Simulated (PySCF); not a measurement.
An unknown shows these calculated signals:

1H NMR (400 MHz, computed): δ 8.87 (d, 1H), 7.89 (m, 1H), 7.37 (d, 1H), 7.22 (m, 1H), 2.89 (q, 2H), 1.28 (t, 3H).

13C{1H} NMR (computed): δ 171.1 (C), 155.5 (CH), 142.2 (CH), 126.7 (CH), 125.4 (CH), 37.9 (CH2), 20.3 (CH3).

Calculated, not measured (PySCF 2.14): GFN2-xTB geometry, shielding tensors at PBE0/pcSseg-1 (GIAO). One averaged value for each set of equivalent atoms, no solvent model, non-relativistic Hamiltonian, a single conformation.

δ = σ(ref) − σ, references computed at the same level: 1H, 13C against TMS.

Problem. Which of these does the molecule contain: a C≡C triple bond, a CH3CH2 unit, a vinyl group CH=CH2, a heteroaromatic ring, a methoxy group?

Solution. 
- A C≡C triple bond: no.
- A CH3CH2 unit: yes (δC 20.3, 37.9; δH 1.28 (t), 2.89 (q)).
- A vinyl group CH=CH2: no.
- A heteroaromatic ring: yes.
- A methoxy group: no.

The data belong to SMILES CCc1ccccn1, C₇H₉N; they needn't prove each group on their own.

Carbon signals by region: 1 in the far downfield region (above 160 ppm), 4 in the sp2 and nitrile region (100–160 ppm), 2 below 50 ppm. Above 160 ppm: 171.1, substituted aromatic carbon next to a ring nitrogen.

Shifts are as computed. Against solution values, carbons near 30 ppm lie about +3 ppm off and those near 130 ppm about +5 ppm. Of 246 compounds with measured shifts, 49 miss one by over three times the rms of a fit or turn the order of signals round; such compounds aren't used in these exercises. Multiplicities follow the n + 1 count of equivalent neighbours, as no J values were calculated; m marks all less simple cases, F and P coupling included.
